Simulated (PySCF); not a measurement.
This PySCF input asks for the NMR shieldings of SMILES CC#C[C@@H]1CC[B@H-]1[NH3+], C6H12BN; the geometry comes from GFN2-xTB.

```python
import basis_set_exchange as bse
import numpy as np
from pyscf import gto, dft
from pyscf.prop import nmr

atoms = """
C     3.845780   -0.371816    0.400696
C     2.444203   -0.242579    0.047419
C     1.286405   -0.135006   -0.250252
C    -0.110727   -0.002654   -0.574097
C    -0.620503    1.449015   -0.753868
C    -1.905430    1.206646    0.059206
B    -1.256351   -0.187508    0.589674
N    -2.221556   -1.468136    0.221206
H     4.406507    0.490771    0.037763
H     3.960077   -0.432048    1.484087
H     4.266737   -1.273724   -0.046536
H    -0.304718   -0.585935   -1.484307
H     0.041182    2.157058   -0.257550
H    -0.758923    1.771455   -1.788390
H    -2.133009    2.003905    0.765912
H    -2.774548    1.104821   -0.597178
H    -0.928275   -0.305988    1.721013
H    -1.682712   -2.324338    0.303954
H    -2.544039   -1.351875   -0.734805
H    -3.015248   -1.491384    0.853019
"""
names = dict.fromkeys(["C", "B", "N", "H"], "pcSseg-1")
basis = {el: gto.basis.parse(bse.get_basis(n, elements=[el], fmt="nwchem")) for el, n in names.items()}
mol = gto.M(atom=atoms, basis=basis, charge=0, verbose=0)
mf = dft.RKS(mol, xc="PBE0")
mf.grids.level = 2
mf.grids.alignment = dft.numint.BLKSIZE   # the property module wants whole blocks of grid points
mf.conv_tol = 1e-9
mf.kernel()

calc = nmr.RKS(mf)   # GIAO
C = mf.mo_coeff
Co = C[:, mf.mo_occ > 0]
resp = mf.gen_response(singlet=True, hermi=2)
def vind(x):   # induced exchange potential for any number of trial vectors
    d = np.einsum("pi,xij,qj->xpq", C, 2 * x.reshape(-1, C.shape[1], Co.shape[1]), Co, optimize=True)
    return np.einsum("xpq,pi,qj->xij", resp(d - d.transpose(0, 2, 1)), C, Co, optimize=True).ravel()
mo1, _ = nmr.rhf.solve_mo1(calc, with_cphf=vind)
sigma = calc.kernel(mo1)
for i, s in enumerate(sigma):   # ppm
    w = np.linalg.eigvalsh((s + s.T) / 2)
    print("%2d %-2s iso %8.1f  s11 %8.1f  s22 %8.1f  s33 %8.1f" % (i, mol.atom_pure_symbol(i), w.mean(), *w))
```

Problem. Give the expected output.

Solution. 
```
 0 C  iso    181.3  s11    174.1  s22    174.5  s33    195.2
 1 C  iso    109.1  s11     32.0  s22     40.8  s33    254.4
 2 C  iso     92.4  s11     -4.6  s22      2.7  s33    278.9
 3 C  iso    167.8  s11    156.2  s22    163.4  s33    183.9
 4 C  iso    160.4  s11    144.3  s22    155.8  s33    181.2
 5 C  iso    175.6  s11    164.3  s22    173.2  s33    189.4
 6 B  iso    113.1  s11    104.6  s22    110.7  s33    123.9
 7 N  iso    208.8  s11    200.1  s22    206.7  s33    219.5
 8 H  iso     29.7  s11     24.4  s22     28.2  s33     36.6
 9 H  iso     29.7  s11     24.4  s22     28.3  s33     36.5
10 H  iso     29.8  s11     24.6  s22     28.1  s33     36.8
11 H  iso     30.6  s11     26.2  s22     32.0  s33     33.7
12 H  iso     29.9  s11     26.3  s22     29.4  s33     34.1
13 H  iso     29.4  s11     25.5  s22     27.2  s33     35.4
14 H  iso     30.6  s11     26.3  s22     28.5  s33     37.1
15 H  iso     31.9  s11     29.3  s22     29.5  s33     36.8
16 H  iso     28.9  s11     26.8  s22     29.7  s33     30.1
17 H  iso     28.5  s11     22.4  s22     25.4  s33     37.6
18 H  iso     29.2  s11     24.1  s22     27.1  s33     36.4
19 H  iso     28.6  s11     22.6  s22     24.6  s33     38.7
```

These numbers come from an equivalent density-fitted implementation of the same equations, which agrees with the script to about 0.01 ppm for H and up to a few tenths of a ppm for heavy atoms, so last digits may differ.

Size and cost of the density-fitted run: 196 basis functions, 65 s wall time on 1 thread of an Arm Neoverse N1, shared host; peak memory 0.86 GiB.
